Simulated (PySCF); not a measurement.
Species: C₅H₆N₂SSi.
Numbering: `[SiH3:1][c:2]1[cH:3][n:4][c:5]([CH:6]=[S:7])[n:8][cH:9]1` (hydrogens: H10, H11, H12 on Si1; H13 on C3; H14 on C6; H15 on C9)

Geometry (PBE0-D3(BJ)/def2-SVP, Å), atoms numbered from 1 in this order:
```xyz
15
C5H6N2SSi angstrom
Si    -3.0044   -0.2349    0.1731
C     -1.1342   -0.0685    0.0403
C     -0.2649   -0.3871    1.0975
N      1.0520   -0.2964    1.0082
C      1.5487    0.1235   -0.1574
C      3.0115    0.2410   -0.3271
S      4.1328   -0.0974    0.7831
N      0.8280    0.4656   -1.2320
C     -0.4909    0.3686   -1.1257
H     -3.6475    0.7927   -0.6969
H     -3.4381   -1.5922   -0.2756
H     -3.4086   -0.0399    1.5959
H     -0.6602   -0.7276    2.0634
H      3.2780    0.5980   -1.3334
H     -1.0686    0.6578   -2.0128
```

Computed with PBE0-D3(BJ)/def2-SVP geometry optimisation, gas phase (PySCF 2.14.0).

Take the most abundant isotopes and a rigid rotor. The values belong to one conformer with, in the numbering `[SiH3:1][c:2]1[cH:3][n:4][c:5]([CH:6]=[S:7])[n:8][cH:9]1`, N4–C5–C6–S7 0°.

(1) Give the principal moments of inertia and the rotational constants in cm⁻¹.

(2) What kind of rotor is it?

(3) What does the inertial defect say?

(4) Give the other two planar moments, Paa and Pbb, and the rms extents of the mass along the axes.

(5) List the rotational levels J(Ka,Kc) to J = 3 (K).

(6) Which types of transition are allowed, and where do some lines up to J = 3 fall?

## Answers

(1) Ia = 108.10, Ib = 975.86, Ic = 1077.98 u·Å²; 505379 MHz·u·Å²/I gives 4675, 517.9 and 468.8 MHz, that is A = 0.15594, B = 0.01727, C = 0.01564 cm⁻¹.

(2) A near-prolate asymmetric top; Ray's κ = -0.977.

(3) Not planar: Δ = Ic − Ia − Ib = -5.98 u·Å². For a rigid frame Δ = −2 Σ m c², so Σ m c² = 2.99 u·Å² lies off the ab plane: 2.97 from hydrogen and 0.02 from heavier atoms. The atom farthest from that plane is 1.42 Å away.

(4) Paa = Σ m a² = (Ib + Ic − Ia)/2 = 972.87 and Pbb = Σ m b² = (Ia + Ic − Ib)/2 = 105.11 u·Å². With the mass M = 154.00 u, the rms extents √(P/M) along a, b and c are 2.51, 0.83, 0.14 Å.

(5) Above 0(0,0), as E/k:
J = 1: 1(0,1) 0.047, 1(1,1) 0.247, 1(1,0) 0.249
J = 2: 2(0,2) 0.142, 2(1,2) 0.339, 2(1,1) 0.346, 2(2,1) 0.945, 2(2,0) 0.945
J = 3: 3(0,3) 0.284, 3(1,3) 0.478, 3(1,2) 0.492, 3(2,2) 1.087, 3(2,1) 1.087, 3(3,1) 2.090, 3(3,0) 2.090
The levels of one J sum to (2J + 1)J(J + 1)(A + B + C)/3.

(6) The dipole components are |μa| = 3.59 D, |μb| = 0.52 D, |μc| = 0.00 D. Intensities carry the squares of the components, which stand as 1.00 : 0.02 : 0.00 (a : b : c). Some lines, for components of 0.1 D or more:

```csv
type,branch,"J(Ka,Kc)",MHz,lower level (cm⁻¹)
a,R,"3(0,3) ← 2(0,2)",2958,0.099
a,R,"3(2,1) ← 2(2,0)",2962,0.657
a,R,"3(1,2) ← 2(1,1)",3033,0.241
b,Q,"1(1,0) ← 1(0,1)",4206,0.033
b,R,"1(1,1) ← 0(0,0)",5144,0.000
b,Q,"2(2,0) ← 2(1,1)",12472,0.241
b,Q,"3(2,2) ← 3(1,3)",12693,0.332
b,R,"2(2,1) ← 1(1,0)",14494,0.173
b,R,"2(2,0) ← 1(1,1)",14544,0.172
b,R,"3(2,2) ← 2(1,1)",15432,0.241
b,Q,"3(3,0) ← 3(2,1)",20907,0.755
b,Q,"3(3,1) ← 3(2,2)",20909,0.755
b,R,"3(3,1) ← 2(2,0)",23869,0.657
b,R,"3(3,0) ← 2(2,1)",23869,0.657
```

Not checked by PBE0-D3(BJ)/def2-SVP frequencies. These are rigid-rotor constants of the computed structure; measured ground-state constants (B0) also hold zero-point vibration. A rigid rotor knows nothing of internal rotation, which can split or shift real lines. Quadrupole hyperfine structure (14N) is left out.
